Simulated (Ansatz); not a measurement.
`BB` + `C[SiH](O)F` → `BO[SiH](C)F` + BH₃  (cleavage of the B–B bond)

Program: Ansatz. Geometries: PBE0-D4/def2-TZVP. ΔE: electronic, gas phase. CCSD(T)/CBS is the MP2 limit (def2-TZVPP, def2-QZVPP) plus CCSD(T) − MP2 in def2-TZVPP, frozen cores. This one scheme is used for every species. DFT in def2-TZVPP. Each species was taken in one conformer, which may not be the lowest.

| level | ΔE (kcal/mol) |
| --- | --- |
| PBE-D4 | -27.8 |
| PBE | -27.3 |

Q: What does CCSD(T)/CBS give? (An estimate is asked.)

A: Computed: -32.6 kcal/mol. The listed levels differ from it by 4.8, 5.3 kcal/mol.

Largest T1 diagnostic among the species: 0.012.

In def2-TZVPP, CCSD(T) changes the Hartree–Fock value by +2.7 kcal/mol (the triples alone add −0.1 kcal/mol) and MP2 by +1.3 kcal/mol. From PBE to PBE0 (25 % exact exchange), in def2-TZVPP and without D4, ΔE moves by −1.7 kcal/mol.
